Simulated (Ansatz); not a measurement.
Cartesian coordinates in Å:
```
C -1.7805 1.0418 -1.7463
O -1.0935 0.3189 -0.7500
Si 0.5427 0.4199 -0.5560
Si 0.9771 -1.0317 1.2201
O -0.0075 -0.8066 2.5061
O 2.5064 -0.8124 1.7234
F 0.7673 -2.5335 0.7077
H -2.8419 0.7980 -1.6780
H -1.6612 2.1228 -1.6085
H -1.4258 0.7757 -2.7487
H 1.2491 0.0308 -1.8112
H 0.9474 1.8199 -0.2360
H -0.9404 -0.9966 2.3916
H 2.7609 -1.1470 2.5858
```

Total charge 0; spin multiplicity 1.

(1) List the r2SCAN/def2-TZVPP orbital energies in eV (Ansatz 0.2.0). (Estimate.)

Answers

(1) The calculation gave: Occupied: -1792.43, -1791.33, -665.91, -516.08, -516.05, -515.95, -274.51, -142.64, -141.73, -97.55, -97.52, -97.48, -96.62, -96.58, -96.57, -31.06, -26.94, -26.83, -26.44, -17.99, -15.07, -13.85, -13.56, -12.55, -11.65, -11.64, -11.47, -10.87, -10.76, -9.66, -9.37, -9.04, -8.70, -8.33, -8.03, -7.20, -7.07. Lowest empty: -0.89, 0.07, 0.56, 1.21, 1.50, 1.90, 2.05, 2.90.
